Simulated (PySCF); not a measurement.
MgI and its ions

UHF-CCSD(T); basis Mg x2c-SVPall, I x2c-SVPall; spin-free X2C with a Gaussian nucleus; PySCF 2.14. Neutral (UHF): doublet (σ ↑), Re = 2.616 Å, ωe = 318 cm⁻¹, De = 2.04 eV.

MgI⁺ (RHF): singlet (closed shell), Re = 2.512 Å, ωe = 367 cm⁻¹, De = 2.18 eV to Mg⁺ + I. The energies at the minima are -7311.94658 hartree for MgI and -7311.67708 for MgI⁺.

**Question.** Work out the adiabatic ionisation energy, without and with harmonic zero-point energies (1 hartree = 27.2114 eV, 1 eV = 8065.5 cm⁻¹), and the change of the bond length.

**Answer.** At CCSD(T): 0.26950 hartree = 7.333 eV between the minima; the zero-point term (367.0 − 318.0)/2 cm⁻¹ = +0.003 eV makes it 7.337 eV. Re changes by -10.4 pm against the neutral. The electron leaves a σ orbital, and the shorter bond of the ion fits an antibonding orbital, or a change in how ionic the bond is.

Correlated steps freeze 19 core orbitals. Correlated levels converge slowly with the basis: in double zeta they bind strong bonds too weakly, by up to about 1 eV, and carry superposition errors of some tenths. Spin–orbit coupling is left out, which matters for elements this heavy, above all for dissociation energies. For an ion De counts to the pair picked by the measured ionisation energies or electron affinities, which need not be the lowest pair at this level. Where the molecule has an RHF reference, its open-shell atoms are computed with UHF. States were picked by a PBE0 search and need not be the measured ground states.

Neutral and ion stand on different kinds of reference determinant, which adds to the error of the difference.
